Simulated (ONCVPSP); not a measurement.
Br (Z = 35): variants of one ONCV potential

Base potential:

bromine (Br), optimised norm-conserving Vanderbilt (ONCV), made with ONCVPSP 4.0.1 (LDA (Perdew-Zunger), scalar-relativistic). Core [Ne], reference 3s2 3p6 3d10 4s2 4p5. Waves: 3s+4s: rc 1.00 bohr, ncon 4, nbas 7, qcut 10.9 1/bohr, 2 projectors; 3p+4p: rc 1.10 bohr, ncon 4, nbas 8, qcut 11.9 1/bohr, 2 projectors; 3d: rc 0.70 bohr, ncon 4, nbas 8, qcut 23.8 1/bohr, 2 projectors, debl 4 Ha. Local part: polynomial inside 0.65 bohr (lpopt 5, dvloc0 -1 Ha). Core correction: Teter function, fcfact 2, rcfact 1.25.

Cutoffs, loose and tight: the cutoffs (Ha) at which the residual kinetic energy of the hardest occupied pseudo-wave falls to 1 and 0.1 mHa per electron. They do not see the model core or the augmentation charge, which bear on the density cutoff. Test errors are all-electron minus pseudo excitation energies from the reference, over the configurations 3s2 3p6 3d10 4s2 4p4; 3s2 3p6 3d10 4s2 4p3; 3s2 3p6 3d10 4s2 4p2; 3s2 3p6 3d10 4s1 4p5. A dash means not determined; rows that change the core or the reference have their own tests.

| change | outcome | cutoff, loose | cutoff, tight | bound ghosts | GHOST(+) flags above zero | largest test error (meV) |
| --- | --- | --- | --- | --- | --- | --- |
| base | generated | 216 Ha | 243 Ha | none | none | -8.3 |
| core correction Teter function fitted to the true core (icmod 2), fcfact 0.2 | generated | 216 Ha | 243 Ha | none | none | -8.3 |
| p: nproj 3 | generated | 216 Ha | 243 Ha | none | none | -9.3 |
| functional LDA (Perdew-Wang 92) | generated | 216 Ha | 243 Ha | none | none | -8.3 |

Task: What comes out with this change to the base: d: qcut 27.6?

Result: outcome: generated; cutoff, loose: 251 Ha; cutoff, tight: 285 Ha; bound ghosts: none; GHOST(+) flags above zero: none; largest test error (meV): -8.3.

Task: What comes out with this change to the base: s: qcut 14.3; p: qcut 15.6; d: qcut 31.2?

Result: outcome: generated; cutoff, loose: 262 Ha; cutoff, tight: 303 Ha; bound ghosts: none; GHOST(+) flags above zero: none; largest test error (meV): -6.5.
